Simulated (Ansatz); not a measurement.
Ansatz (a program for electronic structure) input (CCSD(T)/aug-cc-pV(D+d)Z):
A basis named .json is the Basis Set Exchange file of that set.

Ansatz 0.2 input:
```yaml
crystal:
  periodic: [false, false, false]
  atoms:
    - {symbol: C, position_ang: [-1.18178989, 1.67468157, -0.87384366]}
    - {symbol: C, position_ang: [-1.32386261, 0.32736069, -0.25854039]}
    - {symbol: C, position_ang: [-1.81140254, -0.81098094, -1.08651147]}
    - {symbol: Si, position_ang: [0.69504435, -0.19761183, 0.39981210]}
    - {symbol: O, position_ang: [1.51743326, -0.20217800, -0.96969900]}
    - {symbol: O, position_ang: [1.05275699, 1.08345634, 1.28031932]}
    - {symbol: O, position_ang: [0.43571666, -1.53802796, 1.23466027]}
    - {symbol: H, position_ang: [-0.71925374, 1.64189043, -1.85965189]}
    - {symbol: H, position_ang: [-0.66578142, 2.38989270, -0.23627153]}
    - {symbol: H, position_ang: [-2.20605498, 2.06253349, -1.01292458]}
    - {symbol: H, position_ang: [-1.65362703, 0.31556598, 0.78585797]}
    - {symbol: H, position_ang: [-2.88680519, -0.64140964, -1.25977748]}
    - {symbol: H, position_ang: [-1.34468654, -0.84706971, -2.07116991]}
    - {symbol: H, position_ang: [-1.73432601, -1.77470617, -0.58555632]}
    - {symbol: H, position_ang: [1.50689473, -0.89263032, -1.63916655]}
    - {symbol: H, position_ang: [1.13066038, 1.05180467, 2.24053779]}
    - {symbol: H, position_ang: [0.69743418, -2.43167666, 0.99188167]}
basis:
  gaussian:
    orbitals: aug-cc-pV_D+d_Z.json
total_charge: 1
magnetization: {spin_polarized: true, initial_magnetization: 1}
correlation: {method: ccsd_t, electrons: outside_noble_gas}
output: {forces: true}
```

Output:

```
Functional definition: HF
integrals: 3.59 GiB planned
2555 factors; integrals over basis functions are off by at most 7.8e-4 eV
1.55 GiB of device memory are held for the factors and their scratch space
mean field: 2.07 GiB planned
mean field evaluation 1: about -17210.1878 eV, gradient 5.2e1 eV
mean field evaluation 2: about -17210.1892 eV, gradient 5.2e1 eV
mean field evaluation 4: about -17221.2107 eV, gradient 4.1e0 eV
mean field evaluation 8: about -17221.3781 eV, gradient 2.2e-1 eV
mean field evaluation 16: about -17221.3466 eV, gradient 1.4e0 eV
mean field -17221.37916837 eV, -632.8740113675 hartree, gradient 2.0e-6 eV, S^2 0.758639; 0 other end points of the search recorded, 0 dependent functions left out
11 core orbitals not correlated
reference -17221.37916837 eV, -632.8740113675 hartree; 22, 21 occupied and 227, 228 virtual orbitals, 2555 factors
densities: 36.33 GiB planned
second order -30.54333912 eV of doubles, -0.00000000 eV of singles
coupled cluster: 24.80 GiB planned
cycle   1  -31.25493875 eV  change   -7.1e-1 eV  update   1.3e-1
cycle   2  -31.98237588 eV  change   -7.3e-1 eV  update   3.7e-2
cycle   3  -32.18692356 eV  change   -2.0e-1 eV  update   2.3e-2
cycle   4  -32.18766747 eV  change   -7.4e-4 eV  update   7.0e-3
cycle   5  -32.18147814 eV  change    6.2e-3 eV  update   3.8e-3
cycle   6  -32.18232901 eV  change   -8.5e-4 eV  update   1.4e-3
cycle   7  -32.18232905 eV  change   -4.3e-8 eV  update   5.6e-4
cycle   8  -32.18222820 eV  change    1.0e-4 eV  update   1.7e-4
cycle   9  -32.18229154 eV  change   -6.3e-5 eV  update   1.0e-4
cycle  10  -32.18226848 eV  change    2.3e-5 eV  update   4.3e-5
cycle  11  -32.18226851 eV  change   -3.1e-8 eV  update   2.5e-5
cycle  12  -32.18228858 eV  change   -2.0e-5 eV  update   9.8e-6
cycle  13  -32.18229385 eV  change   -5.3e-6 eV  update   4.6e-6
cycle  14  -32.18229600 eV  change   -2.1e-6 eV  update   2.2e-6
perturbative correction -1.00642651 eV, -0.0369854920 hartree
the calculation of the forces begins
1.55 GiB of device memory are held for the factors and their scratch space
Total energy: -17254.56789087 eV, -634.0936744235 hartree
Atom 0 at    -1.181790     1.674682    -0.873844 Å, force     0.016363     0.198814    -0.106703 eV/Å
Atom 1 at    -1.323863     0.327361    -0.258540 Å, force     0.104622    -0.053504     0.165030 eV/Å
Atom 2 at    -1.811403    -0.810981    -1.086511 Å, force    -0.043796    -0.137828    -0.119324 eV/Å
Atom 3 at     0.695044    -0.197612     0.399812 Å, force    -0.142139    -0.230538    -0.083648 eV/Å
Atom 4 at     1.517433    -0.202178    -0.969699 Å, force     0.367854     0.301043    -0.581355 eV/Å
Atom 5 at     1.052757     1.083456     1.280319 Å, force     0.104008     0.747734     0.155907 eV/Å
Atom 6 at     0.435717    -1.538028     1.234660 Å, force    -0.323096    -0.473201     0.554998 eV/Å
Atom 7 at    -0.719254     1.641890    -1.859652 Å, force     0.224557    -0.047928    -0.427581 eV/Å
Atom 8 at    -0.665781     2.389893    -0.236272 Å, force     0.243411     0.292386     0.291332 eV/Å
Atom 9 at    -2.206055     2.062533    -1.012925 Å, force    -0.370057     0.096452    -0.032881 eV/Å
Atom 10 at    -1.653627     0.315566     0.785858 Å, force    -0.090891    -0.016357     0.472908 eV/Å
Atom 11 at    -2.886805    -0.641410    -1.259777 Å, force    -0.383147     0.098816    -0.039458 eV/Å
Atom 12 at    -1.344687    -0.847070    -2.071170 Å, force     0.240828    -0.002797    -0.423366 eV/Å
Atom 13 at    -1.734326    -1.774706    -0.585556 Å, force     0.056356    -0.421353     0.230829 eV/Å
Atom 14 at     1.506895    -0.892630    -1.639167 Å, force    -0.051768    -0.158368    -0.094488 eV/Å
Atom 15 at     1.130660     1.051805     2.240538 Å, force    -0.008900    -0.071644     0.152406 eV/Å
Atom 16 at     0.697434    -2.431677     0.991882 Å, force     0.055794    -0.121726    -0.114607 eV/Å
Dipole moment:    -0.316723    -0.439924    -0.100238 e Å
```
